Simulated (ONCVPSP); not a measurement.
**What one change does to a pseudopotential (nitrogen, ONCV)**

nitrogen (N), optimised norm-conserving Vanderbilt (ONCV), made with ONCVPSP 4.0.1 (PBE, scalar-relativistic). Core [He], reference 2s2 2p2.5 (charge +0.5). Waves: 2s: rc 1.05 bohr, ncon 4, nbas 8, qcut 6.3 1/bohr, local; 2p: rc 2.05 bohr, ncon 4, nbas 8, qcut 5.5 1/bohr, 2 projectors, debl 3.1 Ha; d scattering state at 0.39 Ha: rc 2.25 bohr, ncon 4, nbas 8, qcut 4.6 1/bohr, 2 projectors, debl 3.2 Ha. Local part: the s channel. Core correction: none.

All-electron outer shells of the reference configuration (PBE, scalar-relativistic, ld1.x):

```json
{"shell": "1s", "level (eV)": "-392.50", "outermost node (bohr)": "–", "outermost maximum (bohr)": "0.15"}
{"shell": "2s", "level (eV)": "-25.12", "outermost node (bohr)": "0.32", "outermost maximum (bohr)": "1.00"}
{"shell": "2p", "level (eV)": "-13.44", "outermost node (bohr)": "–", "outermost maximum (bohr)": "0.94"}
```

Change: p: qcut 8.2.

Cutoffs: the cutoffs (Ha) at which the residual kinetic energy of the hardest occupied pseudo-wave falls to 1 and 0.1 mHa per electron; they do not see the model core or the augmentation charge, which bear on the density cutoff. Errors are all-electron minus pseudo energies relative to the spin-unpolarised reference configuration.

**Question.** How do hardness, ghosts and transferability respond?

**Answer.** The potential gets neither clearly harder nor softer (41 Ha and 145 Ha → 41 Ha and 145 Ha); the s channel sets the loose cutoff, while the largest relative change is in p, which becomes harder; of the 4 tests that both files solve, the error grows in 0 and shrinks in 4 by more than 15 % and 0.3 meV (median size 284.9 → 152.8 meV); neither file shows a bound ghost.

```tsv
quantity	base	changed
cutoff, loose	41 Ha	41 Ha
cutoff, tight	145 Ha	145 Ha
loose cutoff by channel	s 41 Ha, p 13 Ha	s 41 Ha, p 19 Ha
bound ghosts	none	none
GHOST(+) flags under 300 eV	none	none
error for 2s2 2p3, meV [ΔE -5.09 eV]	+16	+7.8
error for 2s2 2p2, meV [ΔE 8.50 eV]	+34	+17
error for 2s2 2p1, meV [ΔE 37.35 eV]	+536	+288
error for 2s2 2p0, meV [ΔE 84.43 eV]	+2297	+1314
s: phases at 1.06 bohr within 0.05 rad from the reference energy up to (Ha; the scan ends near 5)	4.2	4.2
p: phases at 2.08 bohr within 0.05 rad from the reference energy up to (Ha; the scan ends near 5)	4.9	to the end of the scan
d: phases at 2.29 bohr within 0.05 rad from the reference energy up to (Ha; the scan ends near 5)	to the end of the scan	to the end of the scan
```
